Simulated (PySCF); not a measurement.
An unknown shows these calculated signals:

1H NMR (400 MHz, computed): δ 4.24 (s, 2H), 3.30 (m, 2H), 2.24 (s, 3H), 1.19 (m, 2H).

13C{1H} NMR (computed): δ 151.6 (C), 137.0 (C), 58.5 (CH2), 22.0 (CH3), 1.0 (CH2).

Calculated, not measured (PySCF): GFN2-xTB structure, σ from GIAO-PBE0/pcSseg-1. Non-relativistic Hamiltonian, in vacuum, a single conformation, equivalent nuclei averaged.

Referencing at the same level of theory: TMS for 1H (σref 31.72), 13C (σref 186.93).

**Question.** Which of these does the molecule contain: a three-membered ring, a Si–H bond, a non-aromatic C=C double bond, a tert-butyl group, a ketone, a CH3CH2 unit?

**Answer.** 
- A three-membered ring: yes.
- A Si–H bond: yes (δH 3.30 (m)).
- A non-aromatic C=C double bond: yes.
- A tert-butyl group: no.
- A ketone: no.
- A CH3CH2 unit: no.

The data belong to `InChI=1S/C5H9ClSi/c1-4(2-6)5-3-7-5/h2-3,7H2,1H3/b5-4-`; they needn't prove each group on their own.

Carbon signals by region: 2 in the sp2 and nitrile region (100–160 ppm), 1 at 50–100 ppm, 2 below 50 ppm.

Carbons that carry Cl, above all several Cl atoms, come out too deshielded, partly because spin–orbit coupling is missing. Shifts are as computed. Against solution values, carbons near 30 ppm lie about +3 ppm off and those near 130 ppm about +5 ppm; carbons on Cl a further +6 ppm. Of 1309 compounds with measured shifts, 239 miss one by over three times the rms of a fit or turn the order of signals round; such compounds aren't used in these exercises. No couplings were computed; multiplicities are counted from neighbouring protons, with m where these are inequivalent, close in shift, in a saturated or five-membered ring or joined by F or P, and br s for small geminal =CH2 splittings.
